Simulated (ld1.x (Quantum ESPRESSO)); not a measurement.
As (Z = 33): variants of one PAW potential

Base potential:

| Quantity | Value |
| --- | --- |
| Element | As |
| Generator | ld1.x (Quantum ESPRESSO) 7.5 |
| Type | PAW |
| Functional | PBEsol |
| Relativity | scalar-relativistic |
| Frozen core | [Ar] |
| Valence charge | 15 |
| Reference configuration | 3d10 4s2 4p3 |
| Partial waves | 4s (bound): rcut 1.75, rcutus 2.00 bohr; 4s channel at 1.5 Ry: rcut 1.75, rcutus 2.00 bohr; 4p (bound): rcut 1.40, rcutus 1.90 bohr; 4p channel at 1.2 Ry: rcut 1.40, rcutus 1.90 bohr; 3d (bound): rcut 0.75, rcutus 0.90 bohr; 3d channel at -2.45 Ry: rcut 0.75, rcutus 0.90 bohr |
| Local potential | all-electron potential smoothed inside 1.45 bohr (lloc = -2) |
| Core correction | a·sin(br)/r model core inside 0.90 bohr |
| Augmentation charge | PSQ, inside the norm-conserving radii |

Cutoffs, loose and tight: the cutoffs (Ry, on a coarse ladder) from which the occupation-weighted sum of valence levels, in a spherical-Bessel basis at the reference potential, stays within 10 and 1 mRy of its value at 400 Ry. They do not see the model core or the augmentation charge, which bear on the density cutoff. Test errors are all-electron minus pseudo excitation energies from the reference, over the configurations 3d10 4s2 4p2; 3d10 4s2 4p1; 3d10 4s2 4p0; 3d10 4s1 4p3; 3d10 4s0 4p5; 3d10 4s2 4p3.3; 3d9 4s2 4p4. A dash means not determined; rows that change the core or the reference have their own tests.

```tsv
change	outcome	cutoff, loose	cutoff, tight	bound ghosts	largest test error (meV)
base	generated	200 Ry	300 Ry	none	-248
waves 4p (bound): rcut 1.40, rcutus 1.66 bohr; 4p channel at 1.2 Ry: rcut 1.40, rcutus 1.66 bohr	generated	200 Ry	300 Ry	none	-270
reference 3d10 4s1.75 4p3.25	generated	200 Ry	300 Ry	none	-255
waves 3d (bound): rcut 0.75, rcutus 0.82 bohr; 3d channel at -2.45 Ry: rcut 0.75, rcutus 0.82 bohr	generated	260 Ry	over 300 Ry	none	-228
core correction a·sin(br)/r model core, default radius (ld1.x builds one for every PAW set, though the input has nlcc=.false.)	generated	200 Ry	300 Ry	none	-241
waves 4s (bound): rcut 1.75, rcutus 2.68 bohr; 4s channel at 1.5 Ry: rcut 1.75, rcutus 2.68 bohr	generated	200 Ry	300 Ry	none	-63
wave 4p channel at 1.2 Ry: rcut 1.40, rcutus 1.90 bohr becomes 4p channel at 2.55 Ry: rcut 1.40, rcutus 1.90 bohr	generated	200 Ry	300 Ry	none	-247
local potential all-electron potential smoothed inside 1.24 bohr (lloc = -2)	generated	200 Ry	300 Ry	none	-187
all radii but the core radius scaled by about 1.04 (s 2.08, p 1.98, d 0.94 bohr, rcut 1.82/1.46/0.78); local potential all-electron potential smoothed inside 1.52 bohr (lloc = -2)	generated	180 Ry	300 Ry	none	-253
```
